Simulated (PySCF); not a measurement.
Fine-structure interval of Bi⁷⁰⁺ by level of theory

Bi⁷⁰⁺ [Ne] 3s2 3p1 [3p1/2^1, M_J = 1/2] → Bi⁷⁰⁺ [Ne] 3s2 3p1 [3p3/2^1, M_J = 3/2], as a difference of total energies. Computed with PySCF 2.14 in an uncontracted even-tempered set (17 s from 25 bohr⁻², ratio 2.4; 14 p from 33 bohr⁻², ratio 2.4; 4 d from 110 bohr⁻², ratio 2.6; 4 f from 160 bohr⁻², ratio 2.6), with the two-component X2C-1e Hamiltonian. Correlated levels: 1s2 frozen; the 46 highest virtual spinors dropped. "Screened" scales the spin-orbit matrix elements by Boettger's factors to mimic the two-electron term; Breit and QED terms are absent.

```json
{"method": "GHF (screened spin-orbit)", "fine-structure interval (cm⁻¹)": "5165700"}
{"method": "GMP2 (screened spin-orbit)", "fine-structure interval (cm⁻¹)": "5157700"}
{"method": "GHF (bare spin-orbit)", "fine-structure interval (cm⁻¹)": "5312300"}
```
